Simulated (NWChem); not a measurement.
**Atomisation of HB**

```
B
H 1 1.2666
```
Charge 0, spin multiplicity 1.

All runs are NWChem calculations. The geometry was optimised at PBE/def2-SVP, a minimum by its harmonic frequencies.

Basis set: def2-QZVP. The atomisation energy is electronic alone: no zero-point, thermal, spin-orbit or counterpoise terms. No value is extrapolated to the basis-set limit. Free atoms are single determinants with multiplicities B 2, H 2. Correlated methods freeze the same cores in atoms and molecule, 1 orbitals in all.

The correlated methods keep 1 core orbital frozen. The structure started from a generated list of species. No SCF solution was tested for a lower state. Open-shell Hartree-Fock references start from PBE0 orbitals. Coupled-cluster values serve here as a point of comparison, not as the truth.

Q: One of these methods gave an atomisation energy of 81.1 kcal/mol. Which?
(A) r2SCAN
(B) PBE
(C) CCSD(T)
(D) HF

A: B, PBE. The others give 84.0 (CCSD(T)), 61.3 (HF), 79.3 (r2SCAN).
